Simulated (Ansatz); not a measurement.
`FBO[SiH3]` + H₂ → `BO[SiH3]` + H–F  (hydrogenolysis of a B–F bond)

Calculated with Ansatz (gas phase, PBE0-D4/def2-TZVP geometries, no zero-point term in ΔE). CCSD(T)/CBS adds triple-zeta CCSD(T) − MP2 to the extrapolated MP2 energy (def2 sets, frozen cores). This one scheme is used for every species. DFT in def2-TZVPP. One conformer a species, not always the lowest.

Q: Is it downhill or uphill in electronic energy at CCSD(T)/CBS, and by how much? (Best estimate.)

A: Ansatz gave: Uphill: ΔE = +134.6 kJ/mol.

Q: What do these levels give: LDA (SPW92), PBE-D4, CAM-B3LYP-D4, B2PLYP, PBE, revPBE, r2SCANh, BHLYP, CCSD(T)/def2-SVP, MP2/def2-TZVPP, HF/def2-QZVPP, SCS-MP2/def2-QZVPP? (Estimate.)

A: Computed: LDA (SPW92) 146.8, PBE-D4 139.5, CAM-B3LYP-D4 144.4, B2PLYP 141.2, PBE 138.9, revPBE 135.8, r2SCANh 147.3, BHLYP 141.2, CCSD(T)/def2-SVP 152.4, MP2/def2-TZVPP 138.9, HF/def2-QZVPP 138.6, SCS-MP2/def2-QZVPP 136.1 kJ/mol.

Largest T1 diagnostic among the species: 0.013.

From r2SCAN to r2SCAN0 (25 % exact exchange), in def2-TZVPP and without D4, ΔE moves by −4.3 kJ/mol. At CCSD(T), def2-SVP lies +17.8 kJ/mol from the extrapolated value and def2-TZVPP +2.7 kJ/mol. Leaving LDA and LC-ωPBE aside and taking each functional with its dispersion term where it has one, the values, not all of them listed here, spread over 12.3 kJ/mol, from HSE06-D4 to r2SCAN-D4. LDA lies +7.9 kJ/mol from PBE without D4.
